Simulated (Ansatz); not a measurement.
Born–Oppenheimer molecular dynamics of BClH2O2 (6 atoms, charge 0, multiplicity 1). It starts from a relaxed structure.

All numbers below come from RKS PBE/STO-3G (Ansatz).

```yaml
ensemble: NVT, Nosé–Hoover chain
time_step: 0.25 fs
steps_asked: 250
set_temperature: 50 K
thermostat: time constant 20 fs, chain length 3
temperature_schedule: 62 steps to 50 K, then 188 steps to 100 K
seed: 900756
```

First frame:

```xyz
6
Properties=species:S:1:pos:R:3
B 0.071 -0.239 0.069
Cl -0.233 0.166 1.817
O 1.386 -0.249 -0.346
H 1.369 -0.494 -1.346
O -0.960 -0.524 -0.808
H -1.844 -0.459 -0.293
```

Problem. How far do the bonds stretch over the last three quarters of this one trajectory? (Pairs bonded in most of those frames.)

Solution. 
```json
{"bond": "B1–Cl2", "mean (Å)": "1.821", "spread (Å)": "0.014", "shortest": "1.79", "longest": "1.84"}
{"bond": "B1–O3", "mean (Å)": "1.379", "spread (Å)": "0.015", "shortest": "1.36", "longest": "1.40"}
{"bond": "B1–O5", "mean (Å)": "1.382", "spread (Å)": "0.009", "shortest": "1.36", "longest": "1.40"}
{"bond": "O3–H4", "mean (Å)": "1.029", "spread (Å)": "0.002", "shortest": "1.03", "longest": "1.03"}
{"bond": "O5–H6", "mean (Å)": "1.026", "spread (Å)": "0.009", "shortest": "1.01", "longest": "1.04"}
```

Mean temperature of the second half: 59 K. The conserved energy stayed within 0.011 meV per atom of its start (net change 0.0037 meV per atom), so the integration is sound. The schedule's set-point averaged 83 K over the second half and the system 59 K, so it lags behind the ramp. A run of 0.062 ps of so small a system gives no equilibrium averages. Limits of this set-up: minimal basis.

Run time: 5.7 min on 1 thread of Arm Neoverse N1, with other jobs on the host, peak memory 0.077 GiB.
